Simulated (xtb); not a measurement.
C3H8Si, charge +1, doublet, at the geometry of the source list (a state made from the parent by changing its charge; the spin is typed, not shown lowest); GFN0-xTB in xtb.

Input for xtb:
```
$ xtb mol.xyz --gfn 0 --chrg 1 --uhf 1 --json

# file mol.xyz
12

C      0.73080000     0.28530000     0.78140000
C      0.81290000    -0.81900000    -0.29210000
Si    -0.98180000    -0.45530000    -0.84250000
C     -0.56640000     0.99130000     0.33690000
H      1.60120000     0.94110000     0.80280000
H      0.61410000    -0.14870000     1.77440000
H      1.56060000    -0.59170000    -1.05070000
H      1.04610000    -1.80480000     0.10510000
H     -1.98680000    -1.39520000    -0.34160000
H     -1.21750000    -0.14490000    -2.25260000
H     -0.36160000     1.93100000    -0.17410000
H     -1.25170000     1.21090000     1.15310000
```

Output, abridged:

```
   ID    Z sym.   atoms
    1    6 C      1, 2, 4
    2   14 Si     3
    3    1 H      5-12

           -------------------------------------------------
          |                Calculation Setup                |
           -------------------------------------------------

molecular fragmentation (1/2 indicates fragments):
111112111211
# atoms in fragment 1/2:    10     2
 fragment masses (1/2) :       70.17        2.02
CMA distance (Bohr)    :   0.206
constraining FC (au)   :  0.0500

           -------------------------------------------------
          |                 G F N 0 - x T B                 |
           -------------------------------------------------

          ...................................................
          :                      SETUP                      :
          :.................................................:
          :  # basis functions                  38          :
          :  # atomic orbitals                  37          :
          :  # shells                           25          :
          :  # electrons                        23          :
          :  electronic temp.          300.0000000     K    :
          :  accuracy                    1.0000000          :
          :  -> integral cutoff          0.2500000E+02      :
          :  -> integral neglect         0.1000000E-07      :
          ...................................................

         :::::::::::::::::::::::::::::::::::::::::::::::::::::
         ::                     SUMMARY                     ::
         :::::::::::::::::::::::::::::::::::::::::::::::::::::
         :: total energy             -10.826426865880 Eh    ::
         :: gradient norm              0.054145228104 Eh/a0 ::
         :: HOMO-LUMO gap              4.896541635410 eV    ::
         ::.................................................::
         :: H0 energy                -12.306896378798 Eh    ::
         :: repulsion energy           0.181899633730 Eh    ::
         :: electrostat energy         1.300907333714 Eh    ::
         :: -> Gsolv                   0.000000000000 Eh    ::
         ::    -> Gsasa                0.000000000000 Eh    ::
         ::    -> Gshift               0.000000000000 Eh    ::
         :: dispersion energy         -0.002337454527 Eh    ::
         :: short-range corr.          0.000000000000 Eh    ::
         :: add. restraining           0.000000000000 Eh    ::
         :: total charge               1.000000000000 e     ::
[...]
     3  14 Si       3.893     0.549   135.354    21.476
     4   6 C        3.723    -0.411    33.138     8.318
     5   1 H        0.925     0.163     1.305     1.787
     6   1 H        0.925     0.157     1.344     1.813
     7   1 H        0.925     0.228     0.966     1.537
     8   1 H        0.925     0.233     0.948     1.523
     9   1 H        0.918     0.021     2.715     2.577
    10   1 H        0.918     0.021     2.715     2.577
    11   1 H        0.925     0.228     0.966     1.537
    12   1 H        0.925     0.233     0.948     1.523

 Mol. C6AA /au·bohr⁶  :       1387.976091
 Mol. C8AA /au·bohr⁸  :      47428.384172
 Mol. α(0) /au        :         59.907819

Wiberg/Mayer (AO) data.
largest (>0.10) Wiberg bond orders for each atom

 ---------------------------------------------------------------------------
     #   Z sym  total        # sym  WBO       # sym  WBO       # sym  WBO
 ---------------------------------------------------------------------------
     1   6 C    3.990 --     2 C    1.008     4 C    1.008     6 H    0.981
                             5 H    0.980
     2   6 C    3.863 --     1 C    1.008     8 H    0.957     7 H    0.954
                             3 Si   0.716     4 C    0.191
     3  14 Si   3.342 --    10 H    0.890     9 H    0.890     4 C    0.717
                             2 C    0.716
     4   6 C    3.863 --     1 C    1.008    12 H    0.957    11 H    0.954
                             3 Si   0.717     2 C    0.191
     5   1 H    0.988 --     1 C    0.980
     6   1 H    0.986 --     1 C    0.981
     7   1 H    0.987 --     2 C    0.954
     8   1 H    0.988 --     2 C    0.957
     9   1 H    0.925 --     3 Si   0.890
    10   1 H    0.926 --     3 Si   0.890
    11   1 H    0.987 --     4 C    0.954
    12   1 H    0.988 --     4 C    0.957
 ---------------------------------------------------------------------------

Topologies differ in total number of bonds
Writing topology from bond orders to xtbtopo.mol

 dipole moment from electron density (au)
     X       Y       Z
  -0.6589  -0.2657  -0.6803  total (Debye):    2.500

           -------------------------------------------------
          | TOTAL ENERGY              -10.826426865880 Eh   |
          | GRADIENT NORM               0.054145228104 Eh/α |
          | HOMO-LUMO GAP               4.896541635410 eV   |
           -------------------------------------------------

normal termination of xtb
```
